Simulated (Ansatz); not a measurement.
CH3BCl2O (methoxydichloroborane): the energy to break a bond

The species is CH3BCl2O (8 atoms), meant as a singlet with charge 0. SMILES: `COB(Cl)Cl`. Geometry: optimised at r2SCAN/def2-SVP.

```
atom    x (Å)    y (Å)    z (Å)
   C  -0.1714  -0.6469   0.9428
   O   0.0051  -0.5422  -0.4615
   B   0.2133   0.5775  -1.1563
  Cl   0.3880   0.4528  -2.9039
  Cl   0.3222   2.1742  -0.3921
   H   0.4481  -1.4804   1.3025
   H   0.1144   0.2814   1.4589
   H  -1.2274  -0.8736   1.1537
```

Wanted: the dissociation energy of the O2–C1 bond into doublet BCl2O and doublet CH3 (shapes relaxed at r2SCAN/def2-SVP, no zero-point term). 1 Eh = 2625.50 kJ/mol = 27.2114 eV. Totals in Eh; open shells run unrestricted unless said.

```tsv
level	program	CH3BCl2O	doublet BCl2O	doublet CH3
HF/def2-SVP	Ansatz	-1057.901684	-1018.270710	-39.532769
PBE/def2-SVP	Ansatz	-1059.570652	-1019.681321	-39.740199
r2SCAN/def2-SVP	Ansatz	-1059.988278	-1020.065640	-39.780545
```

**Question.** Work out the dissociation energy at each level.

**Answer.** 
1. HF/def2-SVP: (-1018.270710) + (-39.532769) − (-1057.901684) = 0.098205 Eh = 257.8 kJ/mol = 2.67 eV.
2. PBE/def2-SVP: (-1019.681321) + (-39.740199) − (-1059.570652) = 0.149132 Eh = 391.5 kJ/mol = 4.06 eV.
3. r2SCAN/def2-SVP: (-1020.065640) + (-39.780545) − (-1059.988278) = 0.142093 Eh = 373.1 kJ/mol = 3.87 eV.

The levels span 258 to 392 kJ/mol; no measured value is set beside them. Hartree–Fock lacks the correlation of the electrons that are unpaired, so it comes out low. A bond enthalpy at 298 K also holds the loss of zero-point energy and thermal terms.
